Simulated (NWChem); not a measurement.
System: InH$_{3}$SeO$_{2}$; SMILES [In]([OH])([SeH])[OH]

Here is an NWChem input.

```
start job
memory heap 200 mb stack 900 mb global 1100 mb
geometry units angstroms noautosym nocenter noautoz
  In     0.041094     0.701618     0.000000
  O     -1.619567     1.808651     0.000000
  H     -1.443278     2.756393     0.000000
  O      1.865623     1.518051     0.000000
  H      1.853061     2.481917     0.000000
  Se    -0.128798    -1.783398     0.000000
  H      1.339801    -1.881912     0.000000
end
basis spherical
  * library sto-3g
end
dft
  xc b3lyp
  iterations 150
end
property
  response 1 0.0773
end
task dft property
```

Output (shortened):

```
             Northwest Computational Chemistry Package (NWChem) 7.3.0
             --------------------------------------------------------

                             Geometry "geometry" -> ""
                             -------------------------

 Output coordinates in angstroms (scale by  1.889725989 to convert to a.u.)

  No.       Tag          Charge          X              Y              Z
 ---- ---------------- ---------- -------------- -------------- --------------
    1 In                  49.0000     0.04109400     0.70161800     0.00000000
    2 O                    8.0000    -1.61956700     1.80865100     0.00000000
    3 H                    1.0000    -1.44327800     2.75639300     0.00000000
    4 O                    8.0000     1.86562300     1.51805100     0.00000000
    5 H                    1.0000     1.85306100     2.48191700     0.00000000
    6 Se                  34.0000    -0.12879800    -1.78339800     0.00000000
    7 H                    1.0000     1.33980100    -1.88191200     0.00000000

 Effective nuclear repulsion energy (a.u.)     708.6103224773

                              NWChem Property Module
                              ----------------------

                                 NWChem DFT Module
                                 -----------------

 Summary of "ao basis" -> "ao basis" (spherical)
 ------------------------------------------------------------------------------
       Tag                 Description            Shells   Functions and Types
 ---------------- ------------------------------  ------  ---------------------
 In                          sto-3g                 11       27   5s4p2d
 O                           sto-3g                  3        5   2s1p
 H                           sto-3g                  1        1   1s
 Se                          sto-3g                  8       18   4s3p1d

            General Information
            -------------------
          SCF calculation type: DFT
          Wavefunction type:  closed shell.
          No. of atoms     :     7
          No. of electrons :   102
           Alpha electrons :    51
            Beta electrons :    51
          Charge           :     0
          Spin multiplicity:     1
          Use of symmetry is: off; symmetry adaption is: off
          Maximum number of iterations: 150
          AO basis - number of functions:    58
                     number of shells:    28
          Convergence on energy requested:  1.00D-06
          Convergence on density requested:  1.00D-05
          Convergence on gradient requested:  5.00D-04

              XC Information
              --------------
                         B3LYP Method XC Potential
                     Hartree-Fock (Exact) Exchange  0.200
                        Slater Exchange Functional  0.800 local
                    Becke 1988 Exchange Functional  0.720 non-local
              Lee-Yang-Parr Correlation Functional  0.810
                  VWN I RPA Correlation Functional  0.190 local

             Grid Information
             ----------------
          Grid used for XC integration:  medium
          Radial quadrature: Mura-Knowles
          Angular quadrature: Lebedev.
          Tag              B.-S. Rad. Rad. Pts. Rad. Cut. Ang. Pts.
          ---              ---------- --------- --------- ---------
          In                  1.55      123           8.0       590
          O                   0.60       49          11.0       434
          H                   0.35       45          12.0       434
          Se                  1.15      112          11.0       590
          Grid pruning is: on
          Number of quadrature shells:   468
          Spatial weights used:  Erf1

      Superposition of Atomic Density Guess
      -------------------------------------

 Sum of atomic energies:       -8205.25004254

      Non-variational initial energy
      ------------------------------

 Total energy =   -8205.040889
 1-e energy   =  -12827.021783
 2-e energy   =    3913.370572
 HOMO         =      -0.165028
 LUMO         =       0.148927

   convergence    iter        energy       DeltaE   RMS-Dens  Diis-err
 ---------------- ----- ----------------- --------- --------- ---------
 d= 0,ls=0.0,diis     1  -8209.6940075300 -8.92D+03  5.22D-02  9.79D-01
 d= 0,ls=0.0,diis     2  -8209.3159854033  3.78D-01  3.55D-02  3.11D+00
 d= 0,ls=0.0,diis     3  -8209.9009707937 -5.85D-01  6.93D-03  3.28D-02
 d= 0,ls=0.0,diis     4  -8209.9061854227 -5.21D-03  3.11D-03  1.61D-02
 d= 0,ls=0.0,diis     5  -8209.9089834783 -2.80D-03  1.05D-03  1.97D-03
  Resetting Diis
 d= 0,ls=0.0,diis     6  -8209.9093804001 -3.97D-04  1.90D-04  4.34D-05
 d= 0,ls=0.0,diis     7  -8209.9093911554 -1.08D-05  4.47D-05  5.18D-07
 d= 0,ls=0.0,diis     8  -8209.9093911978 -4.24D-08  2.10D-05  4.77D-07
 d= 0,ls=0.0,diis     9  -8209.9093913103 -1.12D-07  5.26D-06  4.57D-08

         Total DFT energy =    -8209.909391310252
      One electron energy =   -12818.770725383434
           Coulomb energy =     4163.241450924268
    Exchange-Corr. energy =     -262.990439328397
 Nuclear repulsion energy =      708.610322477311

 Numeric. integr. density =      101.999982850550

                       DFT Final Molecular Orbital Analysis
                       ------------------------------------

 Vector   49  Occ=2.000000D+00  E=-1.321576D-01
              MO Center=  1.1D-01,  1.4D+00,  5.6D-10, r^2= 3.5D+00
   Bfn.  Coefficient  Atom+Function         Bfn.  Coefficient  Atom+Function
  ----- ------------  ---------------      ----- ------------  ---------------
    30      0.580555  2 O  px                36      0.575903  4 O  px
    23      0.393212  1 In d -2              15     -0.277307  1 In px
    29     -0.209733  2 O  s                 35      0.198204  4 O  s
    18     -0.144001  1 In d -2              11      0.127032  1 In px
    37     -0.117083  4 O  py                58      0.080954  7 H  s

 Vector   50  Occ=2.000000D+00  E=-1.300219D-01
              MO Center=  2.7D-02, -8.5D-01, -3.5D-10, r^2= 4.1D+00
   Bfn.  Coefficient  Atom+Function         Bfn.  Coefficient  Atom+Function
  ----- ------------  ---------------      ----- ------------  ---------------
    52      0.871109  6 Se pz                38     -0.387726  4 O  pz
    32     -0.317090  2 O  pz                48     -0.256874  6 Se pz
    24      0.175114  1 In d -1              44      0.083948  6 Se pz
    19     -0.064154  1 In d -1              17     -0.033923  1 In pz

 Vector   51  Occ=2.000000D+00  E=-1.256604D-01
              MO Center=  2.4D-02,  1.6D+00,  6.9D-11, r^2= 3.4D+00
   Bfn.  Coefficient  Atom+Function         Bfn.  Coefficient  Atom+Function
  ----- ------------  ---------------      ----- ------------  ---------------
    32      0.714317  2 O  pz                38     -0.675157  4 O  pz
    26     -0.196478  1 In d  1              21      0.072024  1 In d  1
    52     -0.042478  6 Se pz                24     -0.025417  1 In d -1

 Vector   52  Occ=0.000000D+00  E= 1.037746D-01
              MO Center=  4.3D-02,  7.3D-01,  2.0D-08, r^2= 3.0D+00
   Bfn.  Coefficient  Atom+Function         Bfn.  Coefficient  Atom+Function
  ----- ------------  ---------------      ----- ------------  ---------------
    17      0.966164  1 In pz                32     -0.348545  2 O  pz
    38     -0.346172  4 O  pz                13     -0.320102  1 In pz
    52     -0.293614  6 Se pz                 9      0.113936  1 In pz
    48      0.079383  6 Se pz                 5     -0.044506  1 In pz
    44     -0.025880  6 Se pz

 Vector   53  Occ=0.000000D+00  E= 1.063548D-01
              MO Center=  5.8D-02,  5.2D-01, -2.0D-08, r^2= 3.8D+00
   Bfn.  Coefficient  Atom+Function         Bfn.  Coefficient  Atom+Function
  ----- ------------  ---------------      ----- ------------  ---------------
    14      0.953931  1 In s                 51     -0.605644  6 Se py
    36      0.416932  4 O  px                30     -0.396107  2 O  px
    35     -0.313267  4 O  s                 29     -0.297769  2 O  s
    49     -0.235243  6 Se s                 25     -0.218750  1 In d  0
    10     -0.207912  1 In s                 47      0.154068  6 Se py

 Vector   54  Occ=0.000000D+00  E= 2.254496D-01
              MO Center=  4.8D-01, -1.2D+00, -2.1D-11, r^2= 3.3D+00
   Bfn.  Coefficient  Atom+Function         Bfn.  Coefficient  Atom+Function
  ----- ------------  ---------------      ----- ------------  ---------------
    58      0.976635  7 H  s                 50     -0.834098  6 Se px
    15     -0.368265  1 In px                49     -0.367787  6 Se s
    16      0.296337  1 In py                29     -0.265674  2 O  s
    30     -0.241775  2 O  px                51      0.215923  6 Se py
    46      0.200461  6 Se px                33      0.136233  3 H  s

     Multipole analysis of the density
     ---------------------------------

     L   x y z        total         alpha         beta         nuclear
     -   - - -        -----         -----         ----         -------
     0   0 0 0     -0.000000    -51.000000    -51.000000    102.000000

     1   1 0 0      0.415119     -1.070373     -1.070373      2.555866
     1   0 1 0      1.150358     -2.933819     -2.933819      7.017996
     1   0 0 1      0.000000      0.000000      0.000000      0.000000

     2   2 0 0    -41.157313   -121.973841   -121.973841    202.790369
     2   1 1 0     -0.814319    -12.093587    -12.093587     23.372856
     2   1 0 1     -0.000000     -0.000000     -0.000000      0.000000
     2   0 2 0    -34.275412   -363.822334   -363.822334    693.369256
     2   0 1 1      0.000000      0.000000      0.000000      0.000000
     2   0 0 2    -35.483972    -17.741986    -17.741986      0.000000

 *** CALLING NEW AORESP DRIVER FOR CLOSED AND OPEN SHELLS ***
 Entering AOResponse driver routine

--------------------------------------------------------------------------------

          -----------------------------------------------
          Solving response equations for perturbing field
          -----------------------------------------------

 number of frequencies:     1
 frequency in a.u.:  0.7730000E-01
 Perturbing field: electric
 Using El. Dipole Length Gauge

 Setting up CPKS with frequency omega =      0.07730000 a.u.

                            NWChem Dynamic CPHF Module
                            --------------------------

    scftype = RHF
    nclosed =   51
      nopen =    0
  variables =      714
  num. vecs =        3
  tolerance =   1.0D-04
  max. iter =   50

 SCF residual:    7.9793042734625246E-005

Iterative solution of linear equations
  No. of variables      714
  No. of equations        3
  Maximum subspace       30
       Convergence  1.0D-04

   iter   nsub   residual    time
   ----  ------  --------  ---------
     1      3    1.09D+01       9.6
     2      6    1.72D+00      13.2
     3      9    3.62D-01      16.7
     4     12    3.23D-02      20.2
     5     15    4.41D-03      23.8
     6     18    2.62D-04      27.4
     7     21    3.30D-05      31.0

 Electric Dipole Response Matrix (nonzero elements):

              1        2        3
    1   38.0107  -1.1279  -0.0000
    2   -1.1279  57.1121  -0.0000
    3   -0.0000  -0.0000  15.5115

 ------------------------------------------
 average:        36.87808 + I       0.00000

 DFT Linear Response polarizability / au
 Frequency  =       0.0773000 / au
 Wavelength =     589.4353558 / nm
              X              Y              Z
 -----------------------------------------------
 X      38.0107266     -1.1278659     -0.0000000
 Y      -1.1279120     57.1120631     -0.0000000
 Z      -0.0000000     -0.0000000     15.5114532
 -----------------------------------------------
 Eigenvalues =      37.9443607     57.1784290     15.5114532
 Isotropic   =      36.8780810
 Anisotropic =      36.1200886
 -----------------------------------------------

 Magnetic Dipole Response Matrix (nonzero elements):

 Exiting AOResponse driver routine
```

Level: B3LYP/STO-3G, non-relativistic. STO-3G and 3-21G are far too small for this property and stand as cheap habits. All runs use the structure optimised with PBE0/def2-SVP (def2 core potentials past Kr).
